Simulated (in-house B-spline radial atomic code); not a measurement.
What moves the levels of Sr II (Sr+) ([Kr] 5s1)? Level of theory: Dirac-Hartree-Fock, average of configuration, Fermi nucleus of rms radius 4.2569 fm; calculated with a B-spline radial code for spherical atoms.

Baseline run (computed): total energy -3177.9058 hartree, 1s1/2 at -595.8484 hartree, 5s1/2 at -10.466 eV with <r> = 4.054 bohr.

Changing the nucleus:

```tsv
nucleus	ΔE (eV)
Fermi nucleus of rms radius 4.2561 fm, A = 78	-0.000315
Fermi nucleus of rms radius 4.2586 fm, A = 79	0.000669
Fermi nucleus of rms radius 4.2562 fm, A = 80	-0.000275
Fermi nucleus of rms radius 4.2547 fm, A = 81	-0.000865
Fermi nucleus of rms radius 4.2478 fm, A = 82	-0.00358
Fermi nucleus of rms radius 4.2455 fm, A = 83	-0.00448
Fermi nucleus of rms radius 4.2394 fm, A = 84	-0.00687
Fermi nucleus of rms radius 4.2304 fm, A = 85	-0.0104
Fermi nucleus of rms radius 4.2307 fm, A = 86	-0.0103
Fermi nucleus of rms radius 4.2249 fm, A = 87	-0.0125
Fermi nucleus of rms radius 4.224 fm, A = 88	-0.0129
Fermi nucleus of rms radius 4.2407 fm, A = 89	-0.00636
Fermi nucleus of rms radius 4.2611 fm, A = 90	0.00165
Fermi nucleus of rms radius 4.274 fm, A = 91	0.00674
Fermi nucleus of rms radius 4.2924 fm, A = 92	0.014
Fermi nucleus of rms radius 4.3026 fm, A = 93	0.0181
Fermi nucleus of rms radius 4.3191 fm, A = 94	0.0246
Fermi nucleus of rms radius 4.3305 fm, A = 95	0.0292
Fermi nucleus of rms radius 4.3522 fm, A = 96	0.0379
Fermi nucleus of rms radius 4.3625 fm, A = 97	0.042
Fermi nucleus of rms radius 4.4377 fm, A = 98	0.0725
Fermi nucleus of rms radius 4.4495 fm, A = 99	0.0773
Fermi nucleus of rms radius 4.464 fm, A = 100	0.0832
```

A larger nucleus binds the electrons less, roughly as the density at the nucleus times the change of the nuclear <r²>. The reference is A = 77.
